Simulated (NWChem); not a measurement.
Molecule: GeH4; SMILES [GeH4]

```xyz
5

Ge     0.0000     0.0000     0.0000
H      1.0627     0.0000    -1.1108
H      0.4317     0.9580     1.1221
H     -0.1477    -1.4209     0.5679
H     -1.3467     0.4629    -0.5792
```
Atoms are numbered in this order, from 1.

All runs use the structure optimised with PBE0/def2-SVP.

**Question.** Give the principal values of the shielding tensors (ppm) of Ge1 from B3LYP/pcSseg-1, GIAO (NWChem), with their diamagnetic and paramagnetic parts as GIAO splits them.

**Answer.** 
```csv
atom,σ11,σ22,σ33,isotropic,diamagnetic,paramagnetic
Ge1,1631.1,1631.1,1631.2,1631.1,2757.3,-1126.1
```
